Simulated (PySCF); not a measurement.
Basis and Hamiltonian dependence of the excitation energy of Fe

Fe [Ar] 3d6 4s2 (5D) → Fe [Ar] 3d5 4s2 4p1 (7P). All values are computed (PySCF 2.14, energy differences of UHF-based or UKS calculations, no spin-orbit coupling). Values in eV.

```tsv
basis	Hamiltonian	functions	LDA	PBE0
ANO-RCC-VTZP	spin-free X2C	59	5.948	5.357
aug-cc-pVDZ-DK	spin-free X2C	59	5.807	5.269
aug-cc-pVDZ	non-relativistic	59	6.092	5.563
x2c-TZVPPall	spin-free X2C	64	6.003	5.381
def2-TZVPPD	non-relativistic	67	6.184	5.574
aug-cc-pVTZ	non-relativistic	93	6.141	5.540
aug-cc-pVTZ-DK	spin-free X2C	93	5.859	5.251
dyall-av2z	non-relativistic	101	6.208	5.570
x2c-QZVPPall	spin-free X2C	103	5.869	5.266
aug-cc-pwCVTZ	non-relativistic	127	6.144	5.546
aug-cc-pwCVTZ-DK	spin-free X2C	127	5.862	5.257
x2c-QZVPPall with one added diffuse shell each of s, p, d, f, g type	spin-free X2C	128	5.868	5.266
```

Non-relativistic rows lack the scalar-relativistic shift.

Reference for a calculation without spin-orbit coupling: 4.942 eV (measured, between term centres; NIST).
